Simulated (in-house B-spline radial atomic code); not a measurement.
## RPA and G0W0 on TPSS: Sb⁴⁺

Configuration [Kr] 4d10 5s1, highest spin, mean-field start TPSS. Computed with a B-spline radial code for spherical atoms: all electrons, scalar-relativistic (spin-free one-electron X2C), finite nucleus, each spin shell either full or empty, empty states to l = 9 with an (l + 1/2)⁻⁴ tail; G0W0 by contour deformation at full frequency.

RPA overbinds a lone outer s electron by self-correlation, and G0W0 tends to as well.

Command:
```bash
python run_gw.py task.json out
```
Settings (radii: box in bohr, nucleus in fm):
```
Z                        51
electrons                47
configuration            [Kr] 4d10 5s1
hamiltonian              x2c
method                   tpss,tpss
lmax                     9
rms_radius               4.6802
spin_polarised           True
box_radius               11.96
intervals                68
ion_configuration        [Kr] 4d10
```

Time taken, with all properties: 9.4 s on 1 thread of Arm Neoverse N1, with other jobs on the host.

Energies (hartree):

```
                                     term        value
                         mean-field total  -6477.08979
Hartree-Fock functional on these orbitals  -6474.69955
                      direct second order      -4.2341
                    second-order exchange       1.1737
                         SOSEX correction        1.095
```

(1) What is the RPA correlation energy, and what remains with SOSEX?

Quasi-particle levels (eV):

| level | occupied | mean field | Σx - vxc | Σc | QP weight | G0W0 |
| --- | --- | --- | --- | --- | --- | --- |
| 5s up | yes | -50.05 | -3.64 | ? | ? | ? |
| 4d down | yes | -75.72 | -10.52 | 0.69 | 0.935 | -85.55 |
| 4d up | yes | -76.07 | -10.48 | 0.71 | 0.919 | -85.84 |
| 5s down | no | -48.63 | 7.51 | -2.94 | 0.949 | -44.06 |

G0W0 = mean field + (Σx - vxc) + Σc, with Σc (partial-wave tail included) taken at the quasi-particle energy. Only the outer levels were computed. Levels of low weight are left out.

(2) Where does G0W0 put 5s up?

(3) What does it cost to remove one electron (to [Kr] 4d10) by differences of total energies, each species on its own start (correlation terms add to the Hartree-Fock functional)?

## Answers

(1) RPA gives -3.737 hartree (-2.16 eV per electron); RPA + SOSEX gives -2.642, and the second-order doubles -3.0604 hartree (no singles). RPA lacks exchange-type terms and so overcorrelates at short range.

(2) At -55.80 eV, with Σc = -2.11 eV and a quasi-particle weight of 0.966. The tabulated removal energy is 55 ± 0.1 eV (NIST, semi-empirical); the calculation leaves out spin-orbit coupling, Breit and QED terms, and what these don't explain is the method's own error.

(3) TPSS 55.20 eV, Hartree-Fock functional 53.37 eV, + RPA 55.61 eV, + RPA + SOSEX 54.86 eV, + second order 55.93 eV. Tabulated: 55 ± 0.1 eV (NIST, semi-empirical); the calculation leaves out spin-orbit coupling, Breit and QED terms, and what these don't explain is the method's own error.
